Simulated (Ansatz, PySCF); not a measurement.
Pair of molecules: N2 (SMILES N#N) (first 2 atoms) with AsH3 (SMILES [AsH3]); geometry from B3LYP-D3(BJ)/def2-TZVP, rigid monomers moved along the line of their centres of mass till N2···As3 is 4.04 Å.
(charge 0, multiplicity 1):
| atom | x (Å) | y (Å) | z (Å) |
|---|---|---|---|
| N | 0.2416 | -0.2329 | -1.0082 |
| N | 0.4601 | -0.6963 | -0.0452 |
| As | -0.4635 | 0.1509 | 3.7973 |
| H | 1.0213 | -0.1861 | 3.8682 |
| H | -0.8467 | -1.3174 | 3.6534 |
| H | -0.6082 | 0.1016 | 5.3153 |

Counterpoise-corrected where a basis set is named; no monomer relaxation. Rows marked so take none.

Rows in 3-21G, 6-31G* carry no dispersion term and start afresh at each structure (6-31G* with six Cartesian d functions); the Pople sets are all-electron and without relativity.

Codes used: Ansatz (a program for electronic structure) with Gaussian orbitals; PySCF for 3-21G rows, 6-31G* rows, the dispersion terms. 

Question: Give the interaction energy at the level HF/3-21G (no counterpoise).

Answer: -23 meV
